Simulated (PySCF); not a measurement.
## Frontier orbitals and the lowest excitations

Compound: CH₃BF₂NP.
Geometry (PBE0-D3(BJ)/def2-SVP, Å), atoms numbered from 1 in this order:
```
atom  x, y, z in Å
N1    -2.624    0.966    0.113
C2    -1.747    0.217   -0.010
B3    -0.524   -0.747   -0.153
P4     0.984    0.327    0.103
F5     1.264    1.424   -0.991
F6     2.326   -0.498    0.084
H7    -0.393   -1.528    0.777
H8    -0.367   -1.260   -1.243
H9     1.139    1.084    1.286
```

Computed with PySCF 2.14.0, density-fitted response routines, TDDFT CAM-B3LYP/def2-SVPD, vertical, gas phase, core orbitals frozen in the response.

Kohn–Sham orbitals with the atoms that hold most of them (Löwdin shares over 4%, at most four atoms; ? is withheld):

| orbital | ε (eV) | atoms |
| --- | --- | --- |
| LUMO+2 | 0.85 | H9 26%, B3 23%, P4 17%, F6 8% |
| LUMO+1 | -0.07 | P4 39%, H9 16%, F5 14%, B3 11% |
| LUMO | ? | ? |
| HOMO | -10.47 | ? |
| HOMO-1 | -10.54 | N1 38%, C2 30%, B3 12%, P4 7% |
| HOMO-2 | -11.54 | N1 75%, C2 18%, B3 5% |
| HOMO-3 | -12.41 | B3 25%, C2 18%, P4 15%, H8 14% |

(1) Give the leading atoms of the LUMO.

(2) Give the leading atoms of the HOMO.

(3) What is the LUMO energy, and the HOMO–LUMO gap?

Results:

(1) P4 (bonded to B, 2 F and H) 38%; F6 (bonded to P) 13%; H9 (bonded to P) 12%; F5 (bonded to P) 11%. By element: phosphorus 38%, fluorine 24%, hydrogen 12% or more.

(2) N1 (bonded to C) 40%; C2 (bonded to B and N) 30%; B3 (bonded to C, P and 2 H) 14%; H7 (bonded to B) 8%.

(3) ε(LUMO) = -0.45 eV; the gap is 10.02 eV (0.3681 hartree).

Task: The HOMO–LUMO gap is 10.02 eV. Where does the response calculation put the lowest singlet, and from which orbitals?

Result: S1 is at 6.55 eV (f = 0.0021), 3.47 eV below the gap, made of HOMO→LUMO (79%). Without the coupling terms of the response equations the lowest excitation would equal the gap.

Task: One configuration dominates each of S1 and S2. Which, and how do the shares of the two leading atoms of either orbital change from the occupied to the empty one?

Result: 
- S1 (6.55 eV, f 0.0021), HOMO→LUMO (79%): N1 40% → at most 11%, C2 30% → at most 11%, P4 at most 8% → 38%, F6 at most 8% → 13%
- S2 (6.73 eV, f 0.021), HOMO-1→LUMO (86%): N1 38% → at most 11%, C2 30% → at most 11%, P4 7% → 38%, F6 at most 8% → 13%

Löwdin shares depend on the basis, the more so with diffuse functions.

One conformer stands for the species.
